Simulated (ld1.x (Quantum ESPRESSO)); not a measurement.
## What one change does to a pseudopotential (vanadium (V), TM)

```
Element                 : V
Generator               : ld1.x (Quantum ESPRESSO) 7.5
Type                    : norm-conserving Troullier–Martins (Kleinman–Bylander form)
Functional              : PBEsol
Relativity              : fully relativistic
Frozen core             : [Ne]
Valence charge          : 13
Reference configuration : 3s2 3p6 3d3 4s0 4p0 (charge +2)
Partial waves           : 3s (bound): rc 0.85 bohr; 3p (bound): rc 1.55 bohr; 3d (bound): rc 2.20 bohr
Local potential         : the d channel
Core correction         : a·sin(br)/r model core, default radius (core density twice the valence density)
```

Open shells are filled in proportion to 2j + 1 (rel_dist='average').

All-electron outer shells of the reference configuration (PBEsol, scalar-relativistic, ld1.x):

```json
{"shell": "2p", "level (eV)": "-519.18", "outermost node (bohr)": "–", "outermost maximum (bohr)": "0.21"}
{"shell": "3s", "level (eV)": "-86.53", "outermost node (bohr)": "0.38", "outermost maximum (bohr)": "0.82"}
{"shell": "3p", "level (eV)": "-60.44", "outermost node (bohr)": "0.35", "outermost maximum (bohr)": "0.84"}
{"shell": "3d", "level (eV)": "-21.27", "outermost node (bohr)": "–", "outermost maximum (bohr)": "0.88"}
{"shell": "4s", "level (eV)": "-17.57", "outermost node (bohr)": "1.16", "outermost maximum (bohr)": "2.46"}
{"shell": "4p", "level (eV)": "-12.74", "outermost node (bohr)": "1.27", "outermost maximum (bohr)": "2.90"}
```

Change: reference 3s2 3p6 3d3 4s1.75 4p0 (4s counted twice).

Cutoffs: the cutoffs (Ry, on a coarse ladder) from which the occupation-weighted sum of valence levels, in a spherical-Bessel basis at the reference potential, stays within 10 and 1 mRy of its value at 400 Ry; they do not see the model core or the augmentation charge, which bear on the density cutoff. Errors are all-electron minus pseudo energies relative to the spin-unpolarised reference configuration.

Q: What does the change do?

A: The potential gets neither clearly harder nor softer (140 Ry and 260 Ry → 140 Ry and 260 Ry); the miss of the reference levels goes from 0.04 to 0.28 eV; the range in which the s phases agree widens (upper end -2.2 → -1.1); the range in which the p1/2 phases agree widens (upper end -1.8 → -0.7); neither file shows a bound ghost. In the changed file ld1.x takes every shell without a wave as core, so the model core holds the 4s electrons as well and exchange and correlation see them twice. This cancels in the reference configuration, but the file is broken for other ones, and its errors say nothing about a proper core correction. In the changed file the local d channel has no projectors, so it cannot carry the spin–orbit splitting, and the file is wrong for that shell.

```tsv
quantity	base	changed
cutoff, loose	140 Ry	140 Ry
cutoff, tight	260 Ry	260 Ry
bound ghosts	none	none
largest miss of a reference level, eV	0.04	0.28
largest error over its own tests, meV	+869	-334
s: phases at 2.39 bohr within 0.05 rad from the reference energy up to (Ry; the scan ends near 5)	-2.2	-1.1
p1/2: phases at 2.39 bohr within 0.05 rad from the reference energy up to (Ry; the scan ends near 5)	-1.8	-0.7
p3/2: phases at 2.39 bohr within 0.05 rad from the reference energy up to (Ry; the scan ends near 5)	-1.7	-0.7
d3/2: phases at 2.39 bohr within 0.05 rad from the reference energy up to (Ry; the scan ends near 5)	-0.5	0.6
d5/2: phases at 2.39 bohr within 0.05 rad from the reference energy up to (Ry; the scan ends near 5)	-0.4	0.6
```
